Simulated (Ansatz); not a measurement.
`C=C(N)SBO` + `[OH][SnH3]` → `OB[O][SnH3]` + `C=C(N)S`  (ligand exchange at a B–S bond)

Gas-phase electronic energies from Ansatz, PBE0-D4/def2-TZVP geometries. CCSD(T)/CBS is the MP2 limit (def2-TZVPP, def2-QZVPP) plus CCSD(T) − MP2 in def2-TZVPP, frozen cores. DFT in def2-TZVPP. B3LYP here is the variant with VWN-RPA as its local correlation; programs differ in this. Elements past krypton have def2 core potentials. For Sn outer-core shells are correlated without core-valence functions, which leaves a few kJ/mol of doubt a bond. Each species was taken in one conformer, which may not be the lowest.

CCSD(T)/CBS gives -60.3 kJ/mol.

**Question.** Another level gave -62.2 kJ/mol. Which?
A. CCSD/def2-TZVPP
B. B3LYP-D4/def2-TZVPP
C. HF/def2-TZVPP
D. PBE0/def2-TZVPP

**Answer.** B. B3LYP-D4 -62.2, CCSD/def2-TZVPP -66.6, HF/def2-TZVPP -86.8, PBE0 -56.0 kJ/mol.

Largest T1 diagnostic among the species: 0.014.

From PBE to PBE0 (25 % exact exchange), in def2-TZVPP and without D4, ΔE moves by −5.3 kJ/mol. In def2-TZVPP, CCSD(T) changes the Hartree–Fock value by +25.4 kJ/mol (the triples alone add +5.2 kJ/mol) and MP2 by +29.1 kJ/mol. The D4 term adds +4.2 kJ/mol with B3LYP and +2.4 kJ/mol with PBE0; it sums over pairs of atoms, weighted by their polarisabilities, and B3LYP, whose exchange is more repulsive, gets the larger term.
